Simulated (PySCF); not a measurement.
**Au: ionisation energy**

Au [Xe] 4f14 5d10 6s1 (2S) → Au⁺ [Xe] 4f14 5d10 (1S), as a difference of total energies. Computed with PySCF 2.14 in def2-TZVP with the def2 core potential (60 electrons) (6s4p3d1f, 40 functions), with a scalar-relativistic core potential. Correlated levels: valence: 5s2 5p6 frozen. The calculations carry no spin-orbit coupling.

```json
{"method": "UHF", "ionisation energy (eV)": "7.684", "error (eV)": "-1.542"}
{"method": "TPSS", "ionisation energy (eV)": "9.350", "error (eV)": "+0.124"}
{"method": "M06-2X", "ionisation energy (eV)": "8.942", "error (eV)": "-0.284"}
{"method": "MP2 (valence)", "ionisation energy (eV)": "8.876", "error (eV)": "-0.350"}
{"method": "SCS-MP2 (valence)", "ionisation energy (eV)": "8.717", "error (eV)": "-0.509"}
{"method": "CCSD (valence)", "ionisation energy (eV)": "8.712", "error (eV)": "-0.514"}
{"method": "CCSD(T) (valence)", "ionisation energy (eV)": "8.740", "error (eV)": "-0.486"}
```

Reference: 9.226 eV (measured; NIST Atomic Spectra Database, ionization energies).

Errors of the correlated levels include the incompleteness of this basis and the frozen core.
